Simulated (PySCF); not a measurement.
Method: B3LYP-D3(BJ)/def2-TZVP in PySCF. Isolated molecules, 0 K electronic values unless said otherwise. One relaxed conformer stands for a flexible species; it need not be the lowest. B3LYP has the VWN-RPA correlation part, as in Gaussian. Delta-SCF ions had no search for a lower state. Excitations are Tamm–Dancoff values on a coarser integration grid. The basis has no diffuse functions, so Rydberg states are missing or too high.

Reference species (SMILES): `O[Si](O)(O)O` (neutral, multiplicity 1).

```json
{
 "vertical ionisation energy (Delta-SCF)": "11.25 eV",
 "HOMO": "-8.81 eV",
 "HOMO–LUMO gap": "8.88 eV",
 "T1 excitation (TDA)": "7.46 eV"
}
```

After one change: the vertical ionisation energy (Delta-SCF) falls by 1.32 eV; the HOMO increases by 1.51 eV; the HOMO–LUMO gap falls by 1.37 eV; the T1 excitation (TDA) drops by 1.29 eV.

### Question
Name the change that produced these shifts. The new species is one of these.
A) `N[Si](N)(O)O`
B) `N[Si](N)(N)O`
C) `N[Si](O)(O)O`
D) `N[Si](N)(N)N`

### Answer
C, `N[Si](O)(O)O`
